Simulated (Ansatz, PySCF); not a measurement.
Si(F)2(OH)(SeH) (F₂H₂OSeSi), SMILES O[Si](F)(F)[SeH]. Atoms are numbered in the order given.

```xyz
7

O     -1.0481     1.5960     0.9695
Si    -0.7643     0.0972     0.3749
F     -1.8685    -0.3367    -0.7159
F     -0.9262    -0.8871     1.6339
Se     1.2208    -0.1407    -0.6846
H     -0.8535     2.3479     0.3974
H      1.9567     0.3715     0.4889
```

Coordinates come from a B3LYP-D3(BJ)/def2-SVP optimisation. The structure was generated by enumeration, and PubChem lists no compound with its InChIKey, so it may never have been made. Other conformers were not sampled.

Two levels are set side by side: PBE-D3(BJ)/def2-SVP (Ansatz, an electronic-structure program) and B3LYP-D3(BJ)/def2-SVP (Ansatz). Each level has its own optimised geometry; the coordinates shown are those of the second. Frequencies come from the Hessian of PySCF at each geometry. Differences are taken from unrounded values.

```tsv
quantity	B3LYP-D3(BJ)	PBE-D3(BJ)	PBE-D3(BJ) minus B3LYP-D3(BJ)
mean bond length (Å)	1.593	1.604	0.010
bond O1–Si2 (Å)	1.637	1.652	0.015
bond Si2–F3 (Å)	1.612	1.624	0.012
bond Si2–F4 (Å)	1.606	1.619	0.012
bond Si2–Se5 (Å)	2.263	2.267	0.005
bond O1–H6 (Å)	0.965	0.973	0.009
bond Se5–H7 (Å)	1.477	1.486	0.009
highest harmonic wavenumber (cm⁻¹)	3881	3769	-112
mean harmonic wavenumber (cm⁻¹)	846	823	-22
zero-point energy (kcal/mol)	18.13	17.66	-0.48
```

Exact exchange shortens and stiffens bonds; PBE has none. Differences between two approximate levels are no errors against the true value.
